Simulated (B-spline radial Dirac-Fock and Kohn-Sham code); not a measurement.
## Satellites and hypersatellites of the K lines of As⁴⁺

System: As⁴⁺, configuration 1s2 2s2 2p6 3s2 3p6 3d10 4s1.

Method: relaxed Dirac-Fock hole states (ΔSCF) with Breit and QED corrections and a finite nucleus. Computed with a radial finite-basis atomic code. Each two-hole energy is an average over J within one jj subconfiguration, not an observable level; in light atoms, where LS coupling holds, the j-resolved values are not observed lines, and for a K spectator the Kα1 hypersatellite is nearly forbidden. Correlation and solid-state effects are left out.

Lines without a spectator: Kα2 (K-L2) 10507.5 eV, Kα1 (K-L3) 10543.4 eV, Kβ3 (K-M2) 11720.1 eV, Kβ1 (K-M3) 11725.2 eV. Shifts in eV with one spectator hole (a dash: not computed, or left out as unreliable):

```csv
spectator hole,Kα2,Kα1,Kβ3,Kβ1
L2 (2p1/2),+35.0,+43.0,–,+94.3
L3 (2p3/2),+38.5,+37.2,+89.4,–
M2 (3p1/2),–,+3.60,+7.96,+10.17
M3 (3p3/2),+3.14,–,+9.36,+8.84
M4 (3d3/2),+0.02,-1.18,–,–
M5 (3d5/2),-1.30,-0.51,–,–
```

Q: Where does the K-L3 hypersatellite lie, emitted when both K electrons are missing?

A: +359.4 eV from the normal line, at 10902.8 eV. Removing both K electrons costs 24345.7 eV, which is 484.9 eV more than twice the K binding energy.

With n spectator holes in 2p, averaged over the 2p shell (energies in eV):

```csv
n,KαLⁿ,step,hypersatellite KαʰLⁿ
0,10531.4,–,10889.2
1,10570.4,+39.0,10929.5
2,10610.4,+40.1,10970.8
3,10651.6,+41.2,11013.2
4,10693.8,+42.3,11056.8
5,10737.2,+43.4,11101.5
```
